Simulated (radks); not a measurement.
The numbers below are computed, except where a source is named.
Problem. The sulfur anion S2-, [Ar], held by a Watson sphere: a shell of charge +2 at radius R that stands for the Madelung well of a crystal (potential energy -2/R inside, -2/r outside, in hartree with lengths in bohr). Code: a radial shooting solver on a logarithmic mesh with Libxc functionals. Model: scalar-relativistic Kohn-Sham, LDA (Slater exchange, VWN5 correlation), spin-polarised, spherical densities, finite nucleus; Fermi nuclear charge, rms radius of each element as measured or else 0.836 A^(1/3) + 0.57 fm. Response by self-consistent Sternheimer equations with the Hartree and adiabatic LDA kernel, the relativistic mass of each level held fixed and spin-orbit coupling left out. The sphere does not respond.

R (bohr)  e(2p) (eV)  e(3s) (eV)  e(3p) (eV)  <r> 3p (bohr)  sum of <r^2> (bohr^2)  X-ray form factor at sin(theta)/lambda = 0.3 1/angstrom  alpha (bohr^3)
2.11         -153.38     -18.152      -8.315          2.097                  40.45                                                    8.991           24.88
3.14         -152.82     -15.460      -6.189          2.345                  49.81                                                    8.970           45.72
3.54         -152.48     -14.679      -5.460          2.425                  53.19                                                    8.985           57.69
3.69         -152.35     -14.418      -5.207          2.453                  54.42                                                    8.989           62.86
3.73         -152.31     -14.352      -5.141          2.460                  54.75                                                    8.991           64.31
4.42         -151.69     -13.356      -4.134          2.575                  60.28                                                    9.004           94.44

Estimate the row for R = 4.17 bohr.

Solution. e(2p) (eV) -151.91; e(3s) (eV) -13.685; e(3p) (eV) -4.473; <r> 3p (bohr) 2.536; sum of <r^2> (bohr^2) 58.29; X-ray form factor at sin(theta)/lambda = 0.3 1/angstrom 9.000; alpha (bohr^3) 82.30.
